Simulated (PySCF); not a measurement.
Compound: C5H10O2Si.
Numbering: `[CH2:1]=[C:2]1[O:3][SiH2:4][CH2:5][CH2:6][C@H:7]1[OH:8]`

NICS = −σ at a ghost point: NICS(0) at the centroid of the ring atoms, NICS(1) 1 Å to either side along the normal of their mean plane, zz for the tensor component along that normal. Level: GIAO PBE0/pcSseg-1 (PySCF, non-relativistic, gas phase) on the GFN2-xTB geometry, one conformer.

Ring bond lengths (Å), with Mayer bond orders in brackets: C2–O3 1.346 (0.99), O3–Si4 1.642 (0.90), Si4–C5 1.903 (0.90), C5–C6 1.531 (1.01), C6–C7 1.535 (1.01), C7–C2 1.510 (0.96).

Problem. Give the NICS values of each ring in ppm.

Solution. 
```tsv
ring	type	NICS(0)	NICS(1), two faces	NICS(1)zz, two faces	rms pucker (Å)	centre to ring atoms, mean (Å)
C2–O3–Si4–C5–C6–C7	6-membered ring with O and Si; formal bonds all single	-2.0	-1.8 / -6.5	1.4 / -9.8	0.28	1.51
```

Problem. What do they say, and how far can they be read as aromaticity?

Solution. 
- C2–O3–Si4–C5–C6–C7: mean NICS(1)zz -4.2 ppm, shielded. Si4, C5, C6, C7 have four or more neighbours; no verdict on aromaticity is drawn. The two faces differ by 11.2 ppm, so no symmetry operation interchanges them.

Problem. At the second NICS(1) probe listed for ring C2–O3–Si4–C5–C6–C7, 1 Å off the ring, how large is the induced field along the normal in 1 T applied along it?

Solution. NICSzz × B0 = -9.8 ppm × 1 T = -10 μT, against the applied field.

Problem. Give the inner angles of the rings and the Hirshfeld charges of the ring atoms.

Solution. 
- C2–O3–Si4–C5–C6–C7: C2 114.1° (+0.064 e), O3 123.6° (-0.198 e), Si4 107.2° (+0.387 e), C5 109.1° (-0.166 e), C6 110.7° (-0.072 e), C7 109.2° (+0.036 e); sum 673.8° against 720° for a flat convex ring.
